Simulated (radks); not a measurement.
Results of a calculation; reference values are marked as such.
Species: the erbium ion Er2+. Configuration: [Xe] 4f12. Code: a radial shooting solver on a logarithmic mesh with Libxc functionals. Model: Dirac Kohn-Sham, PBEsol, spin-unpolarised, spherical densities, finite nucleus; open shells fill j = l - 1/2 first; Fermi nuclear charge, rms radius 5.2516 fm.

Radial electron density D(r) = 4 pi r^2 rho(r):

r (bohr)  D(r) (e/bohr)
0.003934          39.11
0.00458           46.65
0.005332          54.85
0.006207          63.45
0.007226          72.03
0.008345          79.64
0.009715          86.49
0.01131           91.47
0.01317           94.01
0.01533           93.90
0.01784           91.46
0.02077           87.69
0.02418           84.30
0.02815           83.32
0.03278           86.45
0.03816           94.19
0.04442           105.1
0.05171           115.6
0.0602            121.5
0.07008           119.6
0.08159           110.5
0.09498           99.29
0.1106            92.93
0.1287            95.55
0.1499            104.1
0.1745            109.3
0.2031            102.4
0.2364            83.32
0.2752            62.20
0.3204            50.81
0.373             52.17
0.4343            58.39
0.5056            59.15
0.5886            50.92
0.6852            37.99
0.7977            26.45
0.9286            19.04
1.072             15.04
1.248             12.03
1.453             9.042
1.692             6.035
1.97              3.478
2.293             1.704
2.67             0.7053
3.108            0.2463
3.618           0.07281
4.212           0.01832
4.903          0.003969
5.708         0.0007372
6.645         0.0001124

D(r) has 4 maxima, at r = 0.0141, 0.0627, 0.174, 0.474 bohr, and minima at 0.0273, 0.114, 0.339 bohr, inside which lie 2.02, 11.16, 29.67 electrons.
